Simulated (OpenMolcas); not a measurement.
Ni3+: moving or changing the point charges

Ni3+ among 4 point charges of -1 e arranged as a tetrahedron (Td), 2.14 Å from the ion.

| Item | Value |
| --- | --- |
| Program | OpenMolcas |
| Method | CASSCF |
| Basis | ANO-RCC-VDZP [5s4p2d1f] |
| Scalar Hamiltonian | DKH2, point nucleus |
| Active space | 7 electrons in 5 orbitals (3d) |
| State averaging | 2S+1 = 4 even, 10 roots; 2S+1 = 2 even, 40 roots |
| Spin-orbit coupling | RASSI with atomic mean-field integrals over the reference wave functions |

Runs around this geometry, states (labels of Td). Energies in cm-1 above the lowest state or level, χT in cm3 K/mol.

```
R (Å)  q (e)  Ground state  First state of that spin  First gap with spin-orbit (degeneracies)  χT at 300 K  First state of another spin
 2.14  -0.65           4A2                 4T2 341.5                              237.7 (4, 4)        5.373                    2A1 21684
 1.95     -1           4A2                 4T2 768.7                              583.3 (4, 4)        4.861                     2E 22112
 2.14     -1           4A2                 4T2 512.5                              370.6 (4, 4)        5.184                    2A1 21859
  2.3     -1           4A2                 4T2 371.0                              260.1 (4, 4)        5.344                    2A1 21715
```

Taking the first state of the same spin as R^-n, n = -ln(371 / 768.7) / ln(2.3 / 1.95) = 4.4 between the shortest and longest distance.

Scaling the charges by -0.65 / -1 = 0.65 scales the first state of the same spin by 341.5 / 512.5 = 0.67; with fixed orbitals a first-order splitting would follow the charge.

Without dynamic correlation the repulsion within the d shell is too large (B by tens of per cent), so at a given field states of lower spin stand too high. The ground term spreads over less than 5000 cm-1, several times less than with real ligands, so orbital moments are less quenched and χT lies further from the spin-only value than at real sites. Spin-orbit coupling mixes the spin-free states strongly: the lowest level takes only 48 % from its leading state, 4A2 (figures for R = 2.14, q = -0.65; the like holds for R = 1.95, q = -1, R = 2.14, q = -1, R = 2.3, q = -1). Point charges carry no covalency, so the field is a model and not that of real ligands. No measured value stands beside these numbers.
